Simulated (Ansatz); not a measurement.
The cluster Cu6P⁻. Charge -1, multiplicity 1. Geometry PBE0-D4/def2-SVPD; atoms count from 1.

```xyz
7

P     0.341   -1.658   -1.577
Cu    1.749    1.786    0.252
Cu    0.408    0.595   -1.514
Cu   -1.188   -1.043   -0.082
Cu   -2.217   -0.032    1.879
Cu   -0.429    1.065    0.797
Cu    1.335   -0.713    0.244
```

The restricted singlet is unstable towards broken spin symmetry in Hartree–Fock (as tested in another run); at PBE0-D4/def2-TZVPD this wasn't settled. The structure comes from a short search, and lower isomers may exist.

Question: Estimate the Mulliken populations from the PBE0/def2-TZVPD orbitals of Ansatz.

Answer: 
```json
{"atom": "P1", "charge (e)": "-0.21", "d electrons": "–"}
{"atom": "Cu2", "charge (e)": "-0.12", "d electrons": "9.89"}
{"atom": "Cu3", "charge (e)": "-0.05", "d electrons": "9.81"}
{"atom": "Cu4", "charge (e)": "-0.16", "d electrons": "9.75"}
{"atom": "Cu5", "charge (e)": "0.00", "d electrons": "9.92"}
{"atom": "Cu6", "charge (e)": "-0.38", "d electrons": "9.83"}
{"atom": "Cu7", "charge (e)": "-0.09", "d electrons": "9.82"}
```
Mulliken values depend strongly on the basis. With diffuse functions, as here, like atoms can get unlike values, and bond orders can come out too low or too high.

Question: And the Mayer bond orders between heavy atoms (over 0.3)?

Answer: P1–Cu3 0.90 (2.25 Å); P1–Cu4 0.96 (2.22 Å); P1–Cu7 0.88 (2.28 Å); Cu2–Cu3 0.33 (2.52 Å); Cu2–Cu6 0.68 (2.36 Å); Cu2–Cu7 0.35 (2.53 Å); Cu3–Cu6 0.32 (2.50 Å); Cu4–Cu5 0.35 (2.43 Å); Cu4–Cu6 0.33 (2.41 Å); Cu5–Cu6 0.68 (2.36 Å).
